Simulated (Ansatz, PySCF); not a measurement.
C6H12O3, triplet, at the geometry of the source list (a higher spin typed on purpose: for a closed-shell molecule this is an excited state) (in this run its highest filled SCF level lies above zero, so its values depend strongly on the basis, on diffuse functions most of all). Base run: PBE0/STO-3G run with PySCF.

Input for PySCF:
```python
from pyscf import gto, scf, dft

mol = gto.Mole()
mol.atom = '''
    C     3.146100    1.082700    0.210700
    O     2.188500    0.094400    0.488600
    C     0.940800    0.369900   -0.094800
    C    -0.049800   -0.721500    0.324800
    C     0.401400   -2.097900   -0.132700
    O    -1.326700   -0.459400   -0.269300
    C    -2.107800    0.458400    0.308000
    C    -3.413600    0.585200   -0.433300
    O    -1.800600    1.087200    1.285700
    H     2.832000    2.061100    0.595000
    H     3.324500    1.171600   -0.869000
    H     4.063600    0.774100    0.706700
    H     1.022300    0.388700   -1.194300
    H     0.564900    1.348100    0.241300
    H    -0.155100   -0.687900    1.416300
    H    -0.323200   -2.850000    0.167500
    H     0.498200   -2.113600   -1.214900
    H     1.364500   -2.317200    0.317800
    H    -3.217600    0.889200   -1.458400
    H    -4.042800    1.318500    0.060100
    H    -3.909700   -0.381600   -0.455800
'''
mol.basis = 'sto-3g'
mol.charge = 0
mol.spin = 2
mol.verbose = 3
mol.build()

mf = dft.UKS(mol)
mf.xc = 'pbe0'
mf.kernel()
```

The same geometry, method and basis name were run in Ansatz (a first-principles code) and PySCF, at each program's defaults and at the settings that a row names. The base is PySCF at its defaults. Differences at the defaults can come from grids, fitting, cores and function types together.

| code and settings | ΔE vs base (mEh) | basis functions | E (Eh) | SCF cycles | dipole (D) |
|---|---|---|---|---|---|
| PySCF, defaults (exact integrals, its default grid, spherical functions) | 0.000 | 57 | -454.92407 | 17 | 0.87 |
| Ansatz, defaults (factorised integrals, its default grid, spherical functions) | 0.011 | 57 | -454.92406 | - | - |
| PySCF, density fitting with def2-universal-jkfit | -2.565 | 57 | -454.92664 | 17 | 0.87 |
| PySCF, fine grid | -0.001 | 57 | -454.92407 | 17 | 0.87 |
| Ansatz, high accuracy | -0.001 | 57 | -454.92407 | - | - |

Open shells are given as the SCF converged; they aren't shown to be the lowest states, and a large step between rows can be another state.
